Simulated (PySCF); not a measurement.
# Ionisation energy of Ga⁺ by level of theory

Ga⁺ [Ar] 3d10 4s2 (1S) → Ga²⁺ [Ar] 3d10 4s1 (2S), as a difference of total energies. All numbers are calculated (PySCF 2.14, a scalar-relativistic core potential, in aug-cc-pwCVDZ-PP with ECP10MDF (6s5p4d1f, 48 functions)). Correlated levels: valence: 3s2 3p6 3d10 frozen. The calculations carry no spin-orbit coupling.

| method | ionisation energy (eV) | error (eV) |
| --- | --- | --- |
| UHF | 18.758 | -1.757 |
| MP2 (valence) | 19.442 | -1.073 |
| SCS-MP2 (valence) | 19.579 | -0.936 |
| CCSD (valence) | 19.753 | -0.762 |

Reference: 20.515 eV (measured; NIST Atomic Spectra Database, ionization energies).

Errors of the correlated levels include the incompleteness of this basis and the frozen core.

With two correlated electrons CCSD is exact in that space.
